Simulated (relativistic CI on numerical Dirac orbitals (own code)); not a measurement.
## Hyperfine structure of Os XXIX, mass number 189

Computed by Dirac-Coulomb-Breit CI, orbitals from a KLI potential per configuration, model QED, unscaled Slater integrals (own radial code, finite nucleus).

Configurations in the expansion (outside the closed core [Ar] 3d10): 4s2 4p6 4d10 4f2, 4s2 4p6 4d9 4f3, 4s2 4p6 4d10 4f 5s, 4s2 4p6 4d10 4f 5p, 4s2 4p6 4d10 5s2, 4s2 4p5 4d10 4f3, 4s2 4p6 4d10 5s 5p, 4s2 4p6 4d10 4f 5d, 4s2 4p6 4d10 5p2, 4s2 4p6 4d10 5s 5d, 4s 4p6 4d10 4f3, 4s2 4p6 4d9 4f2 5s, 4s2 4p6 4d9 4f 5s2, 4s2 4p6 4d10 5p 5d, 4s2 4p6 4d10 4f 5f, 4s2 4p6 4d9 4f 5s 5p. Levels of other configurations are missing.

Nuclear spin I = 3/2, μ = 0.6576 μN, Q = 0.86 b (tables of Stone and Pyykkö). The electronic factors are computed for point nuclear moments, without core polarisation or the Bohr-Weisskopf and QED corrections.

```tsv
Level	E (cm⁻¹)	A (MHz)	B (MHz)
4s2 4p6 4d10 4f2 3H_4	0.0	2126	3940
4s2 4p6 4d10 4f2 3F_2	21351.9	2126	-1630
4s2 4p6 4d10 4f2 3H_5	31102.4	1519	4430
4s2 4p6 4d10 4f2 3F_3	45530.2	1349	-1310
4s2 4p6 4d10 4f2 3H_6	56738.2	1262	5310
4s2 4p6 4d10 4f2 3F_4	81007.0	1151	-436
4s2 4p6 4d10 4f2 1D_2	81529.7	1198	-2430
4s2 4p6 4d10 4f2 3P_1	98325.9	-80.28	1470
```

Levels with J = 0, under 50 % of one LS term, or S terms without an open s electron are left out. Small factors come from cancelling terms and can be off by tens of per cent or more.

At this charge energies of transitions that change n are usually good to better than 1 %, and those within a shell (Δn = 0) to a few per cent. Terms inside the open d or f shell come out 10 to 20 % too wide with unscaled integrals.

Task: Give the hyperfine levels of 4s2 4p6 4d10 4f2 3H_4 relative to its centre of gravity.

Result: With K = F(F + 1) − I(I + 1) − J(J + 1), E = AK/2 + B[¾K(K + 1) − I(I + 1)J(J + 1)]/[2I(2I − 1)J(2J − 1)]: F = 5/2: -14010, F = 7/2: -9279, F = 9/2: -659.4, F = 11/2: 13740 MHz.

LS names give the leading component of a level, which can be under half, so a name can repeat, a term be missing and a line seem to break the LS rules.
